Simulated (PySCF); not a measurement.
C5H4O2, SMILES C=C=C1OCC1=O.

Geometry optimised at PBE0-D3(BJ)/def2-SVP. This is a generated structure with no PubChem entry under its InChIKey; it may be hypothetical.

Vertical ionisation energy (IE) and electron affinity (EA) in eV. Rows of orbital energies are one-electron estimates. Where ΔSCF, EOM or ADC give a negative EA the extra electron is unbound and the value depends on the basis.

| level | IE | EA |
|---|---|---|
| −ε(HOMO), −ε(LUMO), PBE0/def2-TZVP (PySCF) | 7.10 | 1.83 |
| −ε(HOMO), −ε(LUMO), PBE/def2-TZVP (PySCF) | (withheld) | (withheld) |

Question: Fill in the missing entries. (The exact figures need the calculation; the answer reports its results.)

Answer: 
- −ε(HOMO), −ε(LUMO), PBE/def2-TZVP (PySCF), IE: 5.88
- −ε(HOMO), −ε(LUMO), PBE/def2-TZVP (PySCF), EA: 2.77
